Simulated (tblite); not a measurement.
Problem. Write Cartesian coordinates for `FC[C@@H]1CN[Si@H](C(F)F)N1` as optimised with GFN2-xTB.

Solution. 
```
atom  x, y, z in Å
F1     2.0570   -2.1155   -0.8507
C2     1.9205   -1.0002   -0.0604
C3     1.2538    0.1252   -0.8585
C4     1.0571    1.3632    0.0240
N5    -0.2151    1.1854    0.6938
Si6   -1.3197    0.4223   -0.3801
C7    -2.4608   -0.7655    0.6237
F8    -3.0623   -1.6495   -0.2229
F9    -3.4788   -0.0606    1.1966
N10   -0.0613   -0.2631   -1.3109
H11    2.9261   -0.7213    0.2693
H12    1.2963   -1.2839    0.7914
H13    1.8891    0.3592   -1.7220
H14    1.8616    1.4514    0.7588
H15    1.0599    2.2607   -0.6058
H16   -0.4570    1.9474    1.3053
H17   -2.1918    1.2349   -1.2320
H18   -2.0004   -1.3605    1.4243
H19   -0.0842   -1.1202   -1.8361
```

Any rigid rotation of these coordinates is as good. Atoms count from 1 in this order. N5 (silicon-bound nitrogen) is pyramidal (angles 124.1°, 113.5° and 109.3°, sum 346.9°, 0.28 Å off the plane of its three neighbours). The 5-membered ring C3–C4–N5–Si6–N10 has internal angles of 92.6° to 113.1°; it is puckered, 0.15 Å rms from its mean plane, widest ring torsion 37°. Of the pairs four or more bonds apart, F1···H19 is among the closest relative to their van der Waals radii: 2.56 Å, 96 % of the sum of Bondi's values. N10 (silicon-bound nitrogen) has angles 127.6°, 114.4° and 113.1°, sum 355.1°, 0.17 Å off the plane of its three neighbours.

Bonds between heavy atoms (Å): F1–C2 1.374, C2–C3 1.532, C3–C4 1.533, C4–N5 1.449, N5–Si6 1.719, Si6–C7 1.929, C7–F8 1.364, C7–F9 1.364, Si6–N10 1.709, C3–N10 1.444.

Computed geometry: GFN2-xTB, gas phase.

Point group: C1 (no symmetry element, even within 0.4 Å). Its GFN2-xTB frequencies are all real (lowest 23 cm⁻¹). The numbers are those of one conformer (F1–C2–C3–C4 178°, N5–Si6–C7–F8 -163°, C2–C3–C4–N5 -87°, C3–C4–N5–Si6 -37°, C4–N5–Si6–C7 145°, N5–Si6–N10–C3 -3°). 2 starts were optimised and ended at 0.00 and 3.88 kcal/mol (GFN2-xTB); the lowest of these is shown.

Hardware: one thread, Arm Neoverse V1 (aarch64), shared host with 32 logical CPUs at a one-minute load of 22. Cost: 1.3 s of wall time. These figures are those of the optimisation.
